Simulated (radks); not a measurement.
Ne0.5+, configuration [He] 2p6 2s(up 1, down 0.5) (fractional occupations, a model configuration). All-electron calculation, scalar-relativistic Kohn-Sham, PBE, spin-polarised, spherical densities, point nucleus. Program: a radial shooting solver on a logarithmic mesh with Libxc functionals.

Normalised radial functions P(r) = r R(r), r in bohr:

```
   r/bohr * 2s up, o 2p up, + 2p down (the largest magnitude, 1.1, reaches the edge; | marks zero, & curves that meet)
  0.01587                             &    *
  0.01761                             &    *
  0.01954                             &     *
  0.02169                             &     *
  0.02406                             &      *
   0.0267                             &      *
  0.02963                             |&      *
  0.03287                             |&      *
  0.03648                             |&       *
  0.04047                             |&        *
  0.04491                             |&        *
  0.04983                             |&         *
  0.05529                             | &        *
  0.06135                             | &         *
  0.06808                             | &         *
  0.07554                             |  &        *
  0.08382                             |  &        *
    0.093                             |   &       *
   0.1032                             |    &     *
   0.1145                             |     &    *
   0.1271                             |     +o  *
   0.1421                             |       &*
   0.1577                             |      * &
    0.175                             |    *    &
   0.1942                             |  *       &
   0.2154                             *            &
    0.239                          *  |             &
   0.2652                       *     |               &
   0.2943                    *        |                &
   0.3266                 *           |                  &
   0.3624             *               |                   &
   0.4021          *                  |                     &
   0.4461        *                    |                      &
    0.495     *                       |                      +o
   0.5493   *                         |                       &
   0.6095  *                          |                       &
   0.6763  *                          |                       &
   0.7504  *                          |                       &
   0.8327   *                         |                      &
   0.9239     *                       |                    +o
    1.025       *                     |                   &
    1.138          *                  |                 &
    1.272             *               |               &
    1.412                *            |             &
    1.567                  *          |           &
    1.738                     *       |         &
    1.929                       *     |       &
     2.14                         *   |     o+
    2.375                          *  |    &
    2.635                           * |   &
    2.924                            *|  &
    3.244                            *| &
      3.6                             *&
```

2s up: eigenvalue -46.296 eV, 1 radial node at r = 0.218 bohr, <r> = 0.879 bohr, 90 % of the charge inside 1.41 bohr. 2p up: eigenvalue -22.932 eV, 0 radial nodes, <r> = 0.923 bohr, 90 % of the charge inside 1.61 bohr. 2p down: eigenvalue -21.983 eV, 0 radial nodes, <r> = 0.934 bohr, 90 % of the charge inside 1.63 bohr.
